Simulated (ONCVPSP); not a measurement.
# lanthanum (La): one change to an ONCV potential, before and after

- Element: La (Z = 57)
- Generator: ONCVPSP 4.0.1
- Type: optimised norm-conserving Vanderbilt (ONCV)
- Functional: PBE
- Relativity: fully relativistic
- Frozen core: [Kr] 4d10
- Valence charge: 11
- Reference configuration: 5s2 5p6 5d1 6s2
- Partial waves: 5s+6s: rc 3.00 bohr, ncon 5, nbas 8, qcut 3.3 1/bohr, 2 projectors; 5p: rc 1.90 bohr, ncon 4, nbas 9, qcut 4.6 1/bohr, 1 projector; 5d: rc 3.85 bohr, ncon 5, nbas 9, qcut 3.4 1/bohr, 1 projector; f scattering state at 0.02 Ha: rc 4.20 bohr, ncon 3, nbas 8, qcut 2.9 1/bohr, 2 projectors, debl 2 Ha
- Local potential: polynomial inside 1.50 bohr (lpopt 5, dvloc0 1 Ha)
- Core correction: polynomial model core, fcfact 0.25

Open shells are filled in proportion to 2j + 1.

In the f channel the program set the typed energies aside and used -0.155, 1.845 Ha (j = l + 1/2; the other j can differ).

All-electron outer shells of the reference configuration (PBE, scalar-relativistic, ld1.x):

| shell | level (eV) | outermost node (bohr) | outermost maximum (bohr) |
| --- | --- | --- | --- |
| 5s | -38.92 | 0.77 | 1.41 |
| 5p | -22.40 | 0.83 | 1.58 |
| 6s | -3.68 | 1.86 | 3.84 |
| 5d | -3.09 | 0.95 | 2.21 |

Change: p: qcut 3.8.

Cutoffs: the cutoffs (Ha) at which the residual kinetic energy of the hardest occupied pseudo-wave falls to 1 and 0.1 mHa per electron; they do not see the model core or the augmentation charge, which bear on the density cutoff. Errors are all-electron minus pseudo energies relative to the spin-unpolarised reference configuration.

Q: Predict the effect on cutoff, ghosts and configuration errors.

A: The potential gets harder (12 Ha and 67 Ha → 39 Ha and 74 Ha); the errors of the 4 common tests hardly move; neither file shows a bound ghost.

```csv
quantity,base,changed
"cutoff, loose",12 Ha,39 Ha
"cutoff, tight",67 Ha,74 Ha
loose cutoff by channel,"s 4.1 Ha, p 12 Ha, d 4.7 Ha","s 4.1 Ha, p 39 Ha, d 4.7 Ha"
bound ghosts,none,none
GHOST(+) flags under 300 eV,"s at 20.5 eV, f7/2 at 58.7 eV, f5/2 at 58.8 eV","s at 20.5 eV, f7/2 at 58.7 eV, f5/2 at 58.8 eV"
"error for 5s2 5p6 5d1 6s1, meV [ΔE 5.97 eV]",-1.5,-1.5
"error for 5s2 5p6 5d1 6s0, meV [ΔE 16.85 eV]",-13,-12
"error for 5s2 5p6 5d0 6s0, meV [ΔE 35.79 eV]",+37,+39
"error for 4f1 5s2 5p6 5d0 6s1, meV [ΔE 6.27 eV]",+1910,+1910
s: phases at 3.05 bohr within 0.05 rad from the reference energy up to (Ha; the scan ends near 5),0.7,0.7
p3/2: phases at 1.93 bohr within 0.05 rad from the reference energy up to (Ha; the scan ends near 5),0.7,0.6
p1/2: phases at 1.93 bohr within 0.05 rad from the reference energy up to (Ha; the scan ends near 5),0.7,0.6
d5/2: phases at 3.90 bohr within 0.05 rad from the reference energy up to (Ha; the scan ends near 5),0.4,0.4
d3/2: phases at 3.90 bohr within 0.05 rad from the reference energy up to (Ha; the scan ends near 5),0.4,0.4
f7/2: phases at 4.27 bohr within 0.05 rad from the reference energy up to (Ha; the scan ends near 5),n/a,n/a
f5/2: phases at 4.27 bohr within 0.05 rad from the reference energy up to (Ha; the scan ends near 5),n/a,n/a
"rms error of d²Exc/dni dnj with the model core, mHa",2.43,2.37
```

Base: These tests converged, but a pseudo level misses the all-electron one widely, so the file describes the atom poorly there or has found another state: 4f1 5s2 5p6 5d0 6s1: 4f by 4.5 eV. Changed file: These tests converged, but a pseudo level misses the all-electron one widely, so the file describes the atom poorly there or has found another state: 4f1 5s2 5p6 5d0 6s1: 4f by 4.5 eV.
